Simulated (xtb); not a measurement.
H₆BN, charge -1, doublet, at the geometry of the source list (a state made from the parent by changing its charge; the spin is typed, not shown lowest), atoms displaced at random by about 0.02 Å a coordinate; xtb with GFN1-xTB.

xtb was given this input:
```
$ xtb mol.xyz --gfn 1 --chrg -1 --uhf 1 --opt sloppy --json

# file mol.xyz
8

B     -0.78985260     0.10934451    -0.01867681
N      0.84151505    -0.08492395     0.01971912
H     -1.21971660    -0.61598552    -0.85551152
H     -0.95540339     1.27484920    -0.28268462
H     -1.19539053    -0.16553603     1.04053738
H      1.02037439    -1.10508658     0.29167966
H      1.19114000     0.53211868     0.69381178
H      1.18699553     0.05273116    -0.94415066
```

What the program printed (banner, timings and long lists left out):

```
   ID    Z sym.   atoms
    1    5 B      1
    2    7 N      2
    3    1 H      3-8

           -------------------------------------------------
          |                Calculation Setup                |
           -------------------------------------------------

           -------------------------------------------------
          |                 G F N 1 - x T B                 |
           -------------------------------------------------

          ...................................................
          :                      SETUP                      :
          :.................................................:
          :  # basis functions                  20          :
          :  # atomic orbitals                  20          :
          :  # shells                           16          :
          :  # electrons                        15          :
          :  # halogen bonds                     0          :
          :  max. iterations                   250          :
          :  Hamiltonian                  GFN1-xTB          :
          :  restarted?                      false          :
          :  GBSA solvation                  false          :
          :  PC potential                    false          :
          :  electronic temp.          300.0000000     K    :
          :  accuracy                    1.0000000          :
          :  -> integral cutoff          0.2500000E+02      :
          :  -> integral neglect         0.1000000E-07      :
          :  -> SCF convergence          0.1000000E-05 Eh   :
          :  -> wf. convergence          0.2000000E-04 e    :
          :  Broyden damping             0.4000000          :
          :  net charge                         -1          :
          :  unpaired electrons                  1          :
          ...................................................

 iter      E             dE          RMSdq      gap      omega  full diag
   1     -7.8903801 -0.789038E+01  0.769E+00    0.99       0.0  T
   2     -7.9329247 -0.425446E-01  0.440E+00    1.60       1.0  T
   3     -7.9344416 -0.151689E-02  0.128E+00    1.44       1.0  T
   4     -7.9349406 -0.498999E-03  0.190E-01    1.26       1.0  T
   5     -7.9351286 -0.187954E-03  0.592E-02    1.29       1.0  T
   6     -7.9351362 -0.759938E-05  0.112E-02    1.34       3.1  T
   7     -7.9351365 -0.330311E-06  0.108E-03    1.33      32.8  T
   8     -7.9351365 -0.230366E-08  0.417E-04    1.33      84.7  T
[...]
         :: total energy              -7.845533426101 Eh    ::
 * total energy  :    -7.8455334 Eh     change       -0.1866951E-11 Eh
 * total energy  :    -7.8560013 Eh     change       -0.1046787E-01 Eh
 * total energy  :    -7.8577318 Eh     change       -0.1730475E-02 Eh
 * total energy  :    -7.8579422 Eh     change       -0.2103888E-03 Eh
 * total energy  :    -7.8580224 Eh     change       -0.8023361E-04 Eh
   *** GEOMETRY OPTIMIZATION CONVERGED AFTER 5 ITERATIONS ***
         :: total energy              -7.858022389024 Eh    ::
[...]
        17                          0.5268615              14.3366
        18                          0.5395913              14.6830
        19                          0.5402082              14.6998
        20                          0.9432283              25.6665
      -------------------------------------------------------------
                  HL-Gap            0.0590404 Eh            1.6066 eV
             Fermi-level            0.0495585 Eh            1.3486 eV

  Mulliken/CM5 charges         n(s)   n(p)   n(d)
     1B     0.00376 -0.29412   0.856  2.140  0.000
     2N    -0.16108 -0.71983   1.480  3.681  0.000
     3H    -0.19079 -0.09054   1.191  0.000  0.000
     4H    -0.19059 -0.09012   1.191  0.000  0.000
     5H    -0.19090 -0.09085   1.191  0.000  0.000
     6H    -0.09035  0.09460   1.090  0.000  0.000
     7H    -0.09013  0.09531   1.090  0.000  0.000
     8H    -0.08992  0.09554   1.090  0.000  0.000

Wiberg/Mayer (AO) data.
largest (>0.10) Wiberg bond orders for each atom

 ---------------------------------------------------------------------------
     #   Z sym  total        # sym  WBO       # sym  WBO       # sym  WBO
 ---------------------------------------------------------------------------
     1   5 B    3.685 --     4 H    0.953     3 H    0.953     5 H    0.953
                             2 N    0.792
     2   7 N    3.577 --     8 H    0.926     7 H    0.926     6 H    0.926
                             1 B    0.792
     3   1 H    0.984 --     1 B    0.953
     4   1 H    0.984 --     1 B    0.953
     5   1 H    0.984 --     1 B    0.953
     6   1 H    1.363 --     2 N    0.926     7 H    0.205     8 H    0.205
     7   1 H    1.364 --     2 N    0.926     6 H    0.205     8 H    0.205
     8   1 H    1.363 --     2 N    0.926     6 H    0.205     7 H    0.205
 ---------------------------------------------------------------------------

Topologies differ in total number of bonds
Writing topology from bond orders to xtbtopo.mol

 dipole moment from electron density (au)
     X       Y       Z
   0.7348  -0.1051   0.0290  total (Debye):    1.888

optimized geometry written to: xtbopt.xyz

           -------------------------------------------------
          | TOTAL ENERGY               -7.858022389024 Eh   |
          | GRADIENT NORM               0.001885883634 Eh/α |
          | HOMO-LUMO GAP               1.606570349686 eV   |
           -------------------------------------------------

normal termination of xtb
```
